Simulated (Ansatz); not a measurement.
Wavefunction ladder for FH5O2Si2, SMILES `O[SiH2]O[SiH2]F`

Z-matrix (Å, degrees):
```
Si
O 1 1.636
O 1 1.635 2 111.3
H 1 1.482 2 106.5 3 -121.1
H 1 1.478 2 109.7 3 116.4
Si 2 1.618 1 148.5 3 -105.6
H 3 0.958 1 118.5 2 -72.4
F 6 1.593 2 109.0 1 -99.2
H 6 1.477 2 109.1 1 143.7
H 6 1.480 2 110.7 1 18.6
```

Total charge 0; spin multiplicity 1. The geometry is a stationary point of PBE0-D4/def2-TZVP. It is one conformer, not always the lowest. Frozen core, restricted reference, the Gaussian-basis code of Ansatz. CBS rows extrapolate triple and quadruple zeta; past MP2 they add the triple-zeta difference.

| basis | HF (Eh) | MP2 corr. | CCSD corr. | (T) | CCSD(T) total |
| --- | --- | --- | --- | --- | --- |
| def2-SVP | -829.76013 | -0.74325 | ? | -0.01453 | ? |
| def2-TZVPP | ? | -0.96385 | ? | -0.03150 | ? |
| def2-QZVPP | -830.34477 | -1.04677 | – | – | – |
| CBS(def2) | ? | -1.10818 | -1.13930 | as TZ | ? |

Q: Fill in the withheld values. (An estimate is asked.)

A: Computed: def2-SVP CCSD corr.: -0.78193; def2-SVP CCSD(T) total: -830.55659; def2-TZVPP HF (Eh): -830.31261; def2-TZVPP CCSD corr.: -0.99497; def2-TZVPP CCSD(T) total: -831.33908; CBS(def2) HF (Eh): -830.34920; CBS(def2) CCSD(T) total: -831.52000.
